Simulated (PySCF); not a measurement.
A GIAO shielding run with PySCF 2.14.0 with density-fitted response routines (density fitting, non-relativistic, gas phase) on `C([C@@](CC)(CCl)OC)F`, C6H12ClFO:

```
$ OMP_NUM_THREADS=1 python probes_run.py task.json out

{"job": {"kind": "nmr", "xc": "PBE0", "basis": "pcSseg-1"}, "charge": 0, "multiplicity": 1}
C     -1.345487    -0.511716     1.624087
C     -0.419965     0.523991     0.995653
C     -0.017294     0.177260    -0.448937
C      0.886271     1.288390    -1.021597
F      1.836646     1.704302    -0.122957
C     -1.237406     0.037311    -1.373327
Cl    -2.266252     1.475943    -1.374268
O      0.582516    -1.106401    -0.570941
C      1.797993    -1.323018     0.117768
H     -0.959340    -1.516111     1.464925
H     -2.344464    -0.452101     1.199684
H     -1.423284    -0.333742     2.693697
H      0.490055     0.614370     1.590879
H     -0.903310     1.501818     0.987582
H      1.418915     0.926935    -1.907328
H      0.289415     2.170036    -1.270493
H     -0.902617    -0.132613    -2.396480
H     -1.839556    -0.808593    -1.048313
H      2.110599    -2.325493    -0.169798
H      2.570994    -0.607871    -0.172770
H      1.666650    -1.285754     1.202465
```

Hardware: 1 thread of an Arm Neoverse N1, shared host. The job also computes population analyses, field gradients.

(1) How large is the calculation?

(2) How long does it take, and how much memory does it need?

## Answers

(1) 82 electrons, 220 basis functions and 1161 auxiliary functions.

(2) 90 s of wall time, with 14 SCF cycles and 4 response iterations; peak memory 1 GiB. Times on a shared host scatter by some tens of per cent.
